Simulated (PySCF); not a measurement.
A structure optimised at PBE0-D3(BJ)/def2-SVP, used in a PySCF frequency run:

```xyz
9

Ta     0.0775    -0.1301     0.0000
N      1.6227    -0.9529     0.0000
H      2.5428    -1.3777     0.0000
Cl    -0.2124     1.0098     1.9947
Cl    -0.2124     1.0098    -1.9947
C     -1.2883    -1.7672     0.0000
H     -1.1396    -2.4012     0.8901
H     -2.3252    -1.3852     0.0000
H     -1.1396    -2.4012    -0.8901
```
Charge 0, spin multiplicity 1.

Question: Write its SMILES, formula and point group.

Answer: [CH3][Ta](=[NH])([Cl])[Cl], CH₄Cl₂NTa, Cs

Question: What are its rotational constants (standard atomic weights)?

Answer: 2.3336, 1.4088, 1.1885 GHz
